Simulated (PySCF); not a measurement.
TaH5, SMILES [TaH5] (connectivity only; charge and spin as stated), neutral, multiplicity 1.

Geometry: PBE0-D3(BJ)/def2-TZVPD. The multiplicity is an assumed one; other spin states were not compared. The def2 effective core potentials stand for the cores of Ta; spin–orbit coupling is left out.

Two levels are set side by side: PBE/def2-TZVPD (PySCF) and CAM-B3LYP/def2-TZVPD (PySCF). Same geometry, gas phase. Differences are taken from unrounded values.

```tsv
quantity	PBE
orbital gap (eV)	3.35
highest occupied level (eV)	-7.40
lowest empty level (eV)	-4.05
dipole moment (D)	1.63
mean polarisability (bohr³)	53.4
```

Question: These are the PBE values. What does CAM-B3LYP give? (Estimate from the structure and the level; the computed values follow.)

Answer: 
```
quantity                     CAM-B3LYP  PBE minus CAM-B3LYP
---------------------------  ---------  -------------------
orbital gap (eV)                  8.40                -5.05
highest occupied level (eV)     -10.15                 2.75
lowest empty level (eV)          -1.75                -2.30
dipole moment (D)                 1.77                -0.14
mean polarisability (bohr³)       51.3                  2.1
```

Without exact exchange PBE keeps part of each electron's self-repulsion, which lifts occupied levels and narrows the gap. PBE's more diffuse valence density responds more strongly to a field. Differences between two approximate levels are no errors against the true value.

Rough cost on one machine, each run with all the roots and properties that it gave: CAM-B3LYP against PBE within a factor of 2.
